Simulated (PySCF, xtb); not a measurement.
Be(SMe)(GeH3) (CH₆BeGeS), SMILES C[S][Be][GeH3].

GFN2-xTB in xtb at its own geometry gives an orbital gap of 3.45 eV and a dipole moment of 3.03 D.

The structure is a stationary point at B3LYP-D3(BJ)/def2-SVP. The structure was generated by enumeration; whether it is a known compound was not checked. One conformer was computed; it need not be the lowest.

Q: What does PBE/def2-TZVP (PySCF) give? (Estimate from the structure and the level; the computed values follow.)

A: gap 3.78 eV (levels -6.09 and -2.30 eV), dipole 1.85 D.
